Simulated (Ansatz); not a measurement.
Relaxation of BClGeH7NSi (12 atoms, charge 0, multiplicity 1), to a largest force component of 0.015 eV/Å in at most 40 steps.

Computed with RKS PBE/def2-SVP in Ansatz.

```xyz
12
Properties=species:S:1:pos:R:3:forces:R:3
B -0.906 0.714 1.769 -0.73 2.30 -0.94
Ge -0.454 0.510 -0.182 -0.01 -0.29 -0.09
N 0.956 1.624 -0.610 1.10 1.23 2.69
Si 0.224 -1.681 -0.542 -1.56 -0.44 -0.74
Cl 0.715 -1.946 -2.557 0.17 -0.18 -0.07
H -0.909 -0.143 2.498 0.07 -1.90 1.71
H -1.264 1.823 2.153 0.22 -0.16 0.08
H -1.620 0.890 -1.089 -0.58 0.04 -0.26
H 0.710 2.177 -1.402 -0.24 0.84 -1.15
H 1.043 2.334 0.216 0.01 -1.21 -1.70
H -1.003 -2.565 -0.214 0.55 0.18 -0.13
H 1.300 -2.027 0.353 1.00 -0.41 0.59
```

Where does it end, and by what steps?

It converged. After 25 steps the energy has fallen by 0.608 eV; H7 moved furthest, 1.26 Å.

```tsv
step	energy less start (eV)	largest force component (eV/Å)	accepted
0	0.0000	2.685	yes
1	-0.3135	0.961	yes
2	-0.4141	0.386	yes
3	-0.4354	0.306	yes
4	-0.4624	0.323	yes
5	-0.4830	0.833	yes
6	-0.5064	0.679	yes
7	-0.5241	0.300	yes
8	-0.5346	0.416	yes
9	-0.5415	0.375	yes
10	-0.5672	0.339	yes
11	-0.5791	0.168	yes
12	-0.5847	0.164	yes
13	-0.5924	0.088	yes
14	-0.5952	0.247	yes
15	-0.5973	0.186	yes
16	-0.6019	0.197	yes
17	-0.6043	0.100	yes
18	-0.6060	0.041	yes
19	-0.6070	0.051	yes
20	-0.6073	0.032	yes
21	-0.6074	0.017	yes
22	-0.6069	0.084	no
23	-0.6075	0.019	yes
24	-0.6075	0.017	yes
25	-0.6076	0.009	yes
```

```xyz
12
Properties=species:S:1:pos:R:3
B -0.973 0.766 1.977
Ge -0.590 0.613 -0.025
N 0.836 1.679 -0.602
Si 0.261 -1.595 -0.514
Cl 1.040 -1.487 -2.463
H -1.930 0.179 2.445
H -0.230 1.375 2.721
H -1.894 0.716 -0.898
H 1.097 1.447 -1.570
H 0.607 2.681 -0.585
H -0.811 -2.650 -0.493
H 1.379 -2.014 0.399
```

Run time: 89 s on 2 threads of Arm Neoverse V1, on a shared host, peak memory 0.19 GiB.
